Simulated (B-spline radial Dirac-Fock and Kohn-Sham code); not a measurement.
ΔSCF core binding energies without Breit or QED terms, calculated with a radial finite-basis atomic code.

A sound run for germanium as Ge³⁺, [Ar] 3d10 4s1: The ground state converged in 10 iterations, with total energy -2095.47734 Ha, virial ratio 1.97878 and highest orbital energy -44.73 eV. ΔSCF binding energies: K (1s) 11172.0 eV, L3 (2p3/2) 1264.7 eV, M5 (3d5/2) 72.55 eV.

A second run, with one unsound setting: The ground state converged in 12 iterations, with total energy -3345.99612 Ha, virial ratio 1.09008 and highest orbital energy -43.18 eV. ΔSCF binding energies: K (1s) 6943.9 eV, L3 (2p3/2) 1147.1 eV, M5 (3d5/2) 64.26 eV.

```
iter   energy (Ha)        error
   1    -3301.81993534  2.32e+01
   2    -3342.82649155  3.32e+00
   3    -3345.90045155  1.49e+00
   4    -3345.97892758  6.76e-01
   5    -3345.99574221  6.31e-02
   6    -3345.99608735  1.88e-03
   7    -3345.99610430  1.11e-03
   8    -3345.99611504  2.24e-04
   9    -3345.99611564  4.43e-05
  12    -3345.99611567  2.51e-08
```

Task: Which fault fits the second run best?
A. tolerance below the noise
B. overfilled shell
C. speed of light below Z
D. spline order too low

Result: C. The input had c_factor = 0.2078: c_factor makes c so small that Zα exceeds 1, so any numbers that come out have no meaning.
